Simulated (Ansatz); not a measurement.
Mulliken charges of ClFHO2V, SMILES `[O]=[V]([OH])([F])[Cl]` from PBE/def2-TZVPP in Ansatz (PBE0-D4/def2-TZVP geometry).

```json
{"atom": "O1", "x (Å)": "-1.323", "y (Å)": "0.024", "z (Å)": "0.920", "charge (e)": "-0.375"}
{"atom": "V2", "x (Å)": "-0.293", "y (Å)": "0.062", "z (Å)": "-0.231", "charge (e)": "1.028"}
{"atom": "O3", "x (Å)": "1.225", "y (Å)": "-0.528", "z (Å)": "0.376", "charge (e)": "-0.369"}
{"atom": "F4", "x (Å)": "-0.847", "y (Å)": "-0.934", "z (Å)": "-1.522", "charge (e)": "-0.298"}
{"atom": "Cl5", "x (Å)": "-0.076", "y (Å)": "2.095", "z (Å)": "-0.884", "charge (e)": "-0.212"}
{"atom": "H6", "x (Å)": "1.357", "y (Å)": "-0.783", "z (Å)": "1.295", "charge (e)": "0.227"}
```

Task: By hand: the dipole of these point charges (1 e Å = 4.8032 D).

Result: Σ q r = (0.319, -0.094, 0.214) e Å, of length 0.395 e Å = 1.90 D.

Task: How does the dipole of the full density compare? (Best estimate.)

Result: Ansatz gave: (0.298, -0.141, 0.335) e Å, 2.26 D; the point charges give 0.84 times that, at 14° from its direction.

Point charges leave out the atoms' own dipoles, such as those of lone pairs, and Mulliken's split depends on the basis, so the two needn't agree.
